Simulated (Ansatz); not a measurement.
`CB(C)SS`. Charge 0, multiplicity 1. Geometry: relaxed with PBE0-D4/def2-TZVP. It is one conformer, not always the lowest.

```xyz
12

C    -0.659   -0.488    1.370
B    -0.193   -0.198   -0.111
C     1.325    0.071   -0.462
S    -1.317   -0.827   -1.523
S    -1.474    1.160   -1.032
H    -0.240    0.235    2.076
H    -0.281   -1.473    1.667
H    -1.743   -0.511    1.500
H     1.759    0.852    0.170
H     1.505    0.329   -1.508
H     1.893   -0.844   -0.258
H    -0.576    1.695   -1.888
```

(1) What is the dipole moment at ωB97M-V/def2-TZVPP? (Estimate.)

(2) And with PBE, r2SCAN, B3LYP? (Estimate.)

(3) Give the Mulliken charges with ωB97M-V, B3LYP, PBE in def2-TZVPP. (Best estimate.)

## Answers

(1) Computed: 1.51 D, with components (0.45, 1.41, -0.26) D in this frame, pointing from negative to positive charge.

(2) Computed: PBE 1.50 D, r2SCAN 1.54 D, B3LYP 1.50 D.

(3) Ansatz gave: 
```csv
atom,ωB97M-V,B3LYP,PBE
C1,-0.35,-0.32,-0.34
B2,0.07,0.20,0.15
C3,-0.36,-0.33,-0.35
S4,-0.12,-0.17,-0.15
S5,0.02,0.00,0.02
H6,0.10,0.09,0.09
H7,0.11,0.09,0.10
H8,0.09,0.08,0.08
H9,0.11,0.09,0.10
H10,0.08,0.07,0.07
H11,0.11,0.09,0.10
H12,0.14,0.12,0.13
```

B3LYP here is the variant with VWN-RPA as its local correlation; programs differ in this.
